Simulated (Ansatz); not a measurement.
Steps of a relaxation of C2H2OZn, SMILES `C1=[CH][Zn][O]1` with RKS PBE-D4/def2-SVP.

```sh
$ ansatz run in.yaml --threads 2 --pin off --events-out ev --progress --plain --max-ram 4352MiB
```

```yaml
crystal:
  periodic: [false, false, false]
  atoms:
    - {symbol: C, position_ang: [-0.349600, 0.344900, -0.524600]}
    - {symbol: C, position_ang: [0.249100, 0.169600, 0.594400]}
    - {symbol: Zn, position_ang: [0.629100, -1.685200, 0.347000]}
    - {symbol: O, position_ang: [-0.134500, -0.925500, -0.903900]}
    - {symbol: H, position_ang: [-0.876500, 1.238800, -1.007500]}
    - {symbol: H, position_ang: [0.524400, 0.793300, 1.448400]}
basis:
  gaussian: {orbitals: def2-SVP}
hamiltonian: {xc: pbe, dispersion: d4}
relax: {f_tol: 0.03, max_steps: 200}
```

Positions (Å) and forces (eV/Å) along the path, 10 of 10 steps:

```xyz
6
step=1 energy=-52545.4483 eV
C    -0.350    0.345   -0.525   -0.825    0.982   -0.907
C     0.249    0.170    0.594    1.732    4.638    6.439
Zn    0.629   -1.685    0.347    3.410   -4.422    5.078
O    -0.135   -0.925   -0.904   -4.850   -0.183  -10.951
H    -0.876    1.239   -1.008    0.438   -1.320    0.029
H     0.524    0.793    1.448    0.095    0.304    0.313
6
step=2 energy=-52547.1637 eV
C    -0.344    0.333   -0.516    1.127   -2.349    0.809
C     0.265    0.211    0.660    0.642    3.018    3.262
Zn    0.627   -1.713    0.329    1.452   -1.306    2.506
O    -0.183   -0.941   -1.013   -3.226    0.953   -6.399
H    -0.862    1.184   -1.014    0.094   -0.463   -0.092
H     0.537    0.861    1.508   -0.089    0.147   -0.087
6
step=3 energy=-52548.5021 eV
C    -0.302    0.256   -0.486    0.966   -2.139    0.567
C     0.289    0.270    0.759   -0.209   -0.312   -0.609
Zn    0.613   -1.700    0.304    0.356    0.234    0.813
O    -0.274   -0.937   -1.190   -1.019    1.699   -0.894
H    -0.824    1.093   -0.997    0.070    0.039    0.072
H     0.540    0.954    1.564   -0.165    0.479    0.051
6
step=4 energy=-52548.7065 eV
C    -0.284    0.197   -0.477   -0.527   -0.446   -1.326
C     0.300    0.263    0.748    0.372   -0.721    0.329
Zn    0.667   -1.687    0.368   -0.162    0.324   -0.137
O    -0.370   -0.882   -1.270    0.296    0.550    0.916
H    -0.777    1.081   -0.973    0.195    0.017    0.407
H     0.506    0.964    1.559   -0.174    0.275   -0.190
6
step=5 energy=-52548.7579 eV
C    -0.285    0.189   -0.482   -0.170   -0.286   -0.582
C     0.305    0.245    0.747    0.258   -0.435    0.283
Zn    0.664   -1.697    0.359   -0.094    0.304   -0.025
O    -0.363   -0.880   -1.261    0.092    0.178    0.331
H    -0.765    1.090   -0.940    0.051    0.137    0.194
H     0.486    0.989    1.531   -0.136    0.103   -0.200
6
step=6 energy=-52548.7865 eV
C    -0.273    0.173   -0.493   -0.097    0.025    0.196
C     0.317    0.213    0.748    0.076    0.005    0.068
Zn    0.667   -1.703    0.358   -0.035    0.141    0.043
O    -0.371   -0.882   -1.259    0.028   -0.075   -0.167
H    -0.744    1.113   -0.881    0.031    0.008   -0.025
H     0.445    1.023    1.480   -0.003   -0.104   -0.116
6
step=7 energy=-52548.7886 eV
C    -0.280    0.173   -0.491   -0.014   -0.054    0.062
C     0.319    0.205    0.747   -0.026    0.065   -0.043
Zn    0.669   -1.688    0.371   -0.008   -0.056   -0.038
O    -0.371   -0.879   -1.266    0.014    0.001   -0.029
H    -0.745    1.115   -0.884    0.026   -0.010    0.018
H     0.450    1.010    1.476    0.007    0.054    0.030
6
step=8 energy=-52548.7890 eV
C    -0.280    0.168   -0.486   -0.032    0.101   -0.007
C     0.319    0.209    0.750    0.001   -0.029   -0.014
Zn    0.663   -1.689    0.361    0.035   -0.069    0.032
O    -0.368   -0.881   -1.267    0.008   -0.028    0.001
H    -0.741    1.110   -0.880   -0.007    0.020   -0.003
H     0.449    1.018    1.476   -0.006    0.005   -0.009
6
step=9 energy=-52548.7892 eV
C    -0.284    0.170   -0.486    0.067   -0.008   -0.005
C     0.319    0.207    0.748   -0.015    0.013    0.013
Zn    0.667   -1.695    0.365   -0.004    0.026   -0.007
O    -0.366   -0.880   -1.267   -0.032   -0.005   -0.001
H    -0.741    1.114   -0.879   -0.012   -0.010    0.001
H     0.448    1.019    1.473   -0.004   -0.016   -0.001
6
step=10 energy=-52548.7894 eV
C    -0.280    0.171   -0.488   -0.021   -0.028   -0.001
C     0.318    0.208    0.749    0.008   -0.001    0.001
Zn    0.667   -1.694    0.364   -0.007    0.008   -0.004
O    -0.369   -0.880   -1.266    0.011    0.015    0.005
H    -0.742    1.113   -0.880    0.006    0.001   -0.002
H     0.448    1.017    1.475    0.003    0.004    0.001
```

Hardware: 2 threads of an Arm Neoverse V1 on a shared host. Wall time 17 s, peak host memory 0.13 GiB.
